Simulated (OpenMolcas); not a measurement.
**F2+: effect of the active space**

| Quantity | Value |
| --- | --- |
| Program | OpenMolcas 26.06 |
| Method | SS-CASPT2 or its RAS form, IPEA 0.25 Eh, imaginary shift 0.1 Eh |
| Basis | ANO-R3 |
| Scalar Hamiltonian | X2C, finite nucleus |
| Spin-orbit coupling | RASSI with atomic mean-field integrals over the reference wave functions, term energies averaged over their components |

A. 3 electrons in 3 orbitals (2p); 2S+1 = 4 odd, 1 root; 2S+1 = 2 odd, 8 roots; closed shells correlated: 1s 2s; CASPT2 step of the order of 0.6 core-seconds
B. 5 electrons in 4 orbitals (2s 2p); 2S+1 = 4 odd, 1 root; 2S+1 = 2 odd, 8 roots; 2S+1 = 4 even, 3 roots; 2S+1 = 2 even, 9 roots; closed shells correlated: 1s; CASPT2 step about 1.4 core-seconds
C. 3 electrons in 9 orbitals (RAS2 2p; RAS3 3s 3d, at most 1 electron); 2S+1 = 4 odd, 1 root; 2S+1 = 2 odd, 8 roots; 2S+1 = 4 even, 3 roots; 2S+1 = 2 even, 3 roots (0 in the spin-orbit step); closed shells correlated: 1s 2s; CASPT2 step of the order of 2.3 core-seconds

Energies in cm⁻¹ above 2s² 2p³ ⁴S°_3/2.

| Level | A | B | C |
| --- | --- | --- | --- |
| 2s² 2p³ ⁴S°_3/2 | 0.0 | 0.0 | 0.0 |
| 2s² 2p³ ²D°_3/2 | 34930 | 34970 | 35010 |
| 2s² 2p³ ²D°_5/2 | 34940 | 34980 | 35020 |
| 2s² 2p³ ²P°_1/2 | 54990 | 52250 | 56850 |
| 2s² 2p³ ²P°_3/2 | 55000 | 52250 | 56860 |

Among A to C the level of the table that moves most is 2s² 2p³ ²P°_3/2, by 4600 cm-1 (lowest in B, highest in C). Moves below CASPT2's spread within the term are not significant.

Term energies are means over components that CASPT2 splits; among the terms shown or strongly mixed into the levels shown the widest spread is 150 cm-1 (2s² 2p³ ²D°, B). With the s shell closed, the reference lacks s² → p² mixing (holds for A; C). Only configurations of the active space appear. Levels that lie high or do not pair safely by name in every column are left out.

° marks odd parity.
